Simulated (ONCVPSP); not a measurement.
# Potentials for carbon (C) compared

Generated with ld1.x 7.5 (TM, RRKJ, ultrasoft, PAW), atompaw 4.2 or ONCVPSP 4.0.1. The cutoff is in Ry: for ld1.x and atompaw files where the sum of valence levels is converged to 10 mRy in a Bessel basis, for ONCV files where the hardest occupied wave has 1 mHa per electron of residual kinetic energy. The error is the largest all-electron minus pseudo excitation energy over each file’s own four to seven test configurations (ionisations up to +4, promotions, holes and added fractions of an electron), all of which were solved. The labels leave out finer settings (local radius, basis sizes, second energies), which also bear on the numbers. Spin-polarised tests are not counted. The rows are a selection from randomly drawn settings: files with unsolved tests, undetermined cutoffs or missed reference levels are left out.

```tsv
potential	cutoff (Ry)	largest error (meV)	bound ghosts
ONCV, PBE, scalar-relativistic, rc 0.95/1.55 (sp), local s, core correction no, reference 2s2 2p2, qcut 5.8/5.1, projectors 0/1	43	+604	none
ONCV, LDA (Perdew-Wang 92), scalar-relativistic, rc 1.35/3.15 (sp), local smoothed, core correction yes, reference 2s1 2p3, qcut 5.4/3.4, projectors 2/2	31	+2966	none
ONCV, PBE, scalar-relativistic, rc 1.35/2.30 (sp), local smoothed, core correction no, reference 2s1 2p3, qcut 5.8/6, projectors 2/3	27	+746	none
ONCV, PBE, scalar-relativistic, rc 1.20/1.10/0.95 (spd), local smoothed, core correction yes, reference 2s2, qcut 5.3/8.2/9.4, projectors 3/2/2	64	+172	none
ONCV, PBE, scalar-relativistic, rc 1.00/0.90/0.80 (spd), local smoothed, core correction yes, reference 2s2, qcut 7.6/10.3/13.1, projectors 1/2/1	43	+123	none
ONCV, PBE, scalar-relativistic, rc 1.15/1.45/1.30 (spd), local smoothed, core correction yes, reference 2s2 2p1, qcut 5.9/4.5/7.7, projectors 2/2/2	170	+356	none
```

Q: Fill in the row for C: ONCV, revPBE, scalar-relativistic, rc 0.90/1.85/1.60 (spd), local smoothed, core correction yes, reference 2s2 2p1, qcut 9.2/9.4/7.1, projectors 2/2/2.

A: cutoff 43 Ry, largest error +146 meV, bound ghosts: none.

Q: Fill in the row for C: ONCV, PBE, scalar-relativistic, rc 1.25/3.05 (sp), local s, core correction yes, reference 2s2 2p2, qcut 6.8/3.9, projectors 0/2.

A: cutoff 33 Ry, largest error +3102 meV, bound ghosts: none.

Q: Fill in the row for C: ONCV, LDA (Perdew-Zunger), scalar-relativistic, rc 1.15/2.00 (sp), local smoothed, core correction yes, reference 2s2 2p1, qcut 6.5/7.3, projectors 2/2.

A: cutoff 38 Ry, largest error +321 meV, bound ghosts: none.
